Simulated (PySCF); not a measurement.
Give a PBE0-D3(BJ)/def2-SVP geometry of SiH2MeI, `[H][Si]([H])(C)I`.

```xyz
8
CH5ISi angstrom
Si     0.480   -0.601    0.351
H      0.476   -0.643    1.841
H      1.886   -0.669   -0.140
C     -0.412    0.905   -0.306
H      0.065    1.820    0.079
H     -1.466    0.899    0.010
H     -0.378    0.926   -1.405
I     -0.652   -2.638   -0.431
```

Orientation and origin are arbitrary. Atoms count from 1 in this order. Si1 (silicon bonded to C, I and 2 H) is tetrahedral (angles from 107.0° to 111.9°).

Bonds between heavy atoms (Å): Si1–C4 1.869, Si1–I8 2.459.

Computed, not measured: PBE0-D3(BJ)/def2-SVP geometry optimisation, gas phase, def2 core potentials past Kr (PySCF 2.14.0).

No PBE0-D3(BJ)/def2-SVP frequencies stand behind this structure, so it isn't proved a minimum.

***

Q: Write Cartesian coordinates for hexafluoroethane, `FC(F)(C(F)(F)F)F` as optimised with PBE0-D3(BJ)/def2-SVP.

A: 
```xyz
8
C2F6 angstrom
F      1.390   -0.297   -1.013
C      0.757   -0.075    0.128
F      1.231    1.031    0.679
F      0.969   -1.094    0.946
C     -0.755    0.078   -0.134
F     -0.967    1.096   -0.954
F     -1.229   -1.029   -0.684
F     -1.387    0.301    1.007
```

Any rigid rotation of these coordinates is as good. Atoms count from 1 in this order. All 6 C–F bonds measure 1.323 to 1.324 Å.

Bonds between heavy atoms (Å): F1–C2 1.323, C2–F3 1.324, C2–F4 1.324, C2–C5 1.543, C5–F6 1.324, C5–F7 1.324, C5–F8 1.323.

Computed with PySCF, PBE0-D3(BJ)/def2-SVP geometry optimisation, gas phase.

Point group: D3d (tolerance 0.08 Å). No frequency check.
